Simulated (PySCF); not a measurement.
## Polarisability and C₆ of Cl²⁺ (chlorine, charge +2)

[Ne] 3s2 3p3, high-spin 4S determinant. Computed with PySCF 2.14 in aug-cc-pV(Q+d)Z with one added diffuse shell each of s, p, d, f, g type (8s7p6d4f3g, 114 functions), with the non-relativistic Hamiltonian (point nucleus). Coupled (time-dependent) response in atomic units; α is the mean over directions.

```
 method  mean α (bohr³)  C₆ (like pair)  S(−4)
    UHF           5.980           21.28  11.56
    PBE           5.871           20.90  10.19
   PBE0           5.863           20.84  10.28
r2SCANh           5.891           21.47  10.16
  M06-L           5.723           20.62  9.122
```

S(−4) is the Cauchy moment in α(ω) = α(0) + S(−4) ω² + …

α(iu) at r2SCANh:

| u (hartree) | α(iu) (bohr³) |
| --- | --- |
| 0 | 5.891 |
| 0.0500 | 5.865 |
| 0.100 | 5.791 |
| 0.200 | 5.519 |
| 0.300 | 5.132 |
| 0.500 | 4.227 |
| 0.750 | 3.184 |
| 1.00 | 2.390 |
| 1.50 | 1.426 |
| 2.00 | 0.9332 |
| 3.00 | 0.4937 |
| 5.00 | 0.2197 |

A single London oscillator, α(iu) = α/(1 + u²/ω²), gives C₆ = (3/4) ω α². Matching the computed C₆ needs ω = 4 × 21.47 / (3 × 5.891²) = 0.825 hartree.

For an ion, C₆ is the dispersion term alone; charge-induced terms of lower order in 1/R come first.
